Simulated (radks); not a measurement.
Values are calculated unless marked as measured or tabulated.
All-electron atom: V2+ in [Ar] 3d2 4p1 (not the ground configuration).

Code: a radial shooting solver on a logarithmic mesh with Libxc functionals. Model: scalar-relativistic Kohn-Sham, SCAN, spin-polarised, spherical densities, finite nucleus; open shells are filled with parallel spins first; meta-GGA in the generalised Kohn-Sham scheme; Fermi nuclear charge, rms radius 3.6002 fm.

Energy parts (eV):
part                      energy
total                 -25801.405
kinetic                26043.041
electron-nucleus      -60905.437
Hartree                10280.196
exchange-correlation   -1219.205

Orbitals (lengths in bohr, moments of r in powers of bohr):
orbital  occ.  eigenvalue (eV)   <1/r>
1s up       1        -5410.776   22.83
1s down     1        -5410.735   22.83
2s up       1        -636.5997   4.815
2s down     1        -635.4632   4.821
2p up       3        -534.3358   4.701
2p down     3        -533.4493   4.707
3s up       1         -98.2623   1.500
3s down     1         -95.2143   1.493
3p up       3         -70.5342   1.374
3p down     3         -67.5418   1.368
3d up       2         -28.6393   1.074
4p up       1         -15.8178  0.4170

The highest occupied level is 4p up at -15.818 eV. The spin density at the nucleus is -0.380 e/bohr^3 (1s -0.043, 2s -1.013, 3s 0.676). Spin moment in Bohr magnetons: 3. Summed over all electrons, <r^2> = 24.25 bohr^2, which gives a Langevin (diamagnetic) susceptibility term of -19.2 x 10^-6 cm^3/mol. The density falls to 0.001 e/bohr^3 at r = 4.08 bohr.

Empty levels of this run are not shown, since the potential may be unsettled where no density lies.
